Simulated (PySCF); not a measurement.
# Polarisability and C₆ of Co(2+) (cobalt, charge +2)

[Ar] 3d6 4s1, high-spin 6D determinant (an excited configuration). Computed with PySCF 2.14 in aug-cc-pVQZ, with the non-relativistic Hamiltonian (point nucleus). Coupled (time-dependent) response in atomic units; α is the mean over directions.

| method | mean α (bohr³) | α xx, yy, zz | C₆ (like pair) | S(−4) |
| --- | --- | --- | --- | --- |
| PBE | 13.99 | 13.70, 13.70, 14.57 | 50.29 | 171.1 |

S(−4) is the Cauchy moment in α(ω) = α(0) + S(−4) ω² + …

α(iu) at PBE:

| u (hartree) | α(iu) (bohr³) |
| --- | --- |
| 0 | 13.99 |
| 0.0500 | 13.57 |
| 0.100 | 12.49 |
| 0.200 | 9.627 |
| 0.300 | 7.213 |
| 0.500 | 4.448 |
| 0.750 | 2.927 |
| 1.00 | 2.180 |
| 1.50 | 1.442 |
| 2.00 | 1.064 |
| 3.00 | 0.6672 |
| 5.00 | 0.3401 |

A single London oscillator, α(iu) = α/(1 + u²/ω²), gives C₆ = (3/4) ω α². Matching the computed C₆ needs ω = 4 × 50.29 / (3 × 13.99²) = 0.343 hartree.

For an ion, C₆ is the dispersion term alone; charge-induced terms of lower order in 1/R come first.

The components differ because the open shell of this determinant is not spherical; for a pure term their mean is the scalar polarisability.
